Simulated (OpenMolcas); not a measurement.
# 4d7 along the 43-electron sequence

```yaml
Program: OpenMolcas
Method: CASSCF
Basis: ANO-RCC-VTZP
Scalar_Hamiltonian: DKH2, point nucleus
Spin-orbit_coupling: state interaction with AMFI integrals over the reference wave functions, term energies averaged over their components
```

Active space for each ion: 7 electrons in 5 orbitals (4d).

Computed levels in cm-1 above 4F 9/2:

```json
{"Level": "4F 7/2", "Ru+": "1524", "Rh2+": "2066", "Pd3+": "2748", "Ag4+": "3460"}
{"Level": "4F 5/2", "Ru+": "2557", "Rh2+": "3432", "Pd3+": "4504", "Ag4+": "5605"}
{"Level": "4F 3/2", "Ru+": "3232", "Rh2+": "4313", "Pd3+": "5617", "Ag4+": "6947"}
{"Level": "4P 5/2", "Ru+": "12978", "Rh2+": "14980", "Pd3+": "16749", "Ag4+": "18615"}
{"Level": "4P 3/2", "Ru+": "13119", "Rh2+": "15061", "Pd3+": "16668", "Ag4+": "18349"}
{"Level": "2G 9/2", "Ru+": "13380", "Rh2+": "15551", "Pd3+": "17402", "Ag4+": "19411"}
{"Level": "4P 1/2", "Ru+": "14067", "Rh2+": "16416", "Pd3+": "18588", "Ag4+": "20866"}
{"Level": "2G 7/2", "Ru+": "14900", "Rh2+": "17617", "Pd3+": "20142", "Ag4+": "22850"}
{"Level": "2H 11/2", "Ru+": "17714", "Rh2+": "20600", "Pd3+": "23109", "Ag4+": "25806"}
{"Level": "weight of 4F in the lowest level (%)", "Ru+": "99", "Rh2+": "98", "Pd3+": "98", "Ag4+": "97"}
```

Mixed levels, with the weight of the term that names them: Ag4+ 4P 3/2 (72 %).

Measured, with the error of the calculation in %. Measured levels: Ru+ from NIST Handbook of Basic Atomic Spectroscopic Data; Rh2+ from the list in Shadmi, J. Res. Natl. Bur. Stand. 70A, 435 (1966); Ag4+ from the list in Gamrath, thesis, University of Mons (2023).

| Level | Ru+ | Rh2+ | Ag4+ |
| --- | --- | --- | --- |
| 4F 7/2 | 1523 (+0.1) | 2148 (-3.8) | 3690 (-6.3) |
| 4F 5/2 | 2494 (+2.5) | 3486 (-1.5) | 5816 (-3.6) |
| 4F 3/2 | 3104 (+4.1) | 4322 (-0.2) | 7097 (-2.1) |
| 4P 5/2 | 8257 (+57.2) | 11062 (+35.4) | 14899 (+24.9) |
| 4P 3/2 | 8478 (+54.7) | 10997 (+37.0) | 14204 (+29.2) |
| 2G 9/2 |  |  | 16875 (+15.0) |
| 4P 1/2 | 9374 (+50.1) |  | 17067 (+22.3) |
| 2G 7/2 |  |  | 20442 (+11.8) |
| 2H 11/2 |  |  | 22532 (+14.5) |

The fine-structure level 4F 3/2 changes by a factor of 2.15 from Ru+ to Ag4+. Its fourth root runs 7.54, 8.10, 8.66, 9.13, with steps per unit of Z of 0.56, 0.55, 0.47; equal steps would mean a (Z - σ)^4 law with constant σ.

4P 5/2 changes by a factor of 1.43 over the same range, with steps per unit of Z of +2000, +1770, +1870 cm-1.

Without dynamic correlation excited terms often stand tens of per cent too high (terms of higher spin than the ground term too low), and those without a measured partner can miss by more than the paired ones. Configurations with an s electron lie low at this charge and mix in, so terms can be misplaced (holds for Ru+). Levels of configurations with an s electron are missing; early in the row they begin among the upper levels of the d shell and mix with terms of their name (holds for Rh2+). Computed and measured levels are paired by configuration, term and J; levels that our copy of the source lacks, or whose pairing is in doubt (as where it misses far off the trend of its configuration), stay unpaired and out of the deviations. Levels of configurations outside the active space are missing.
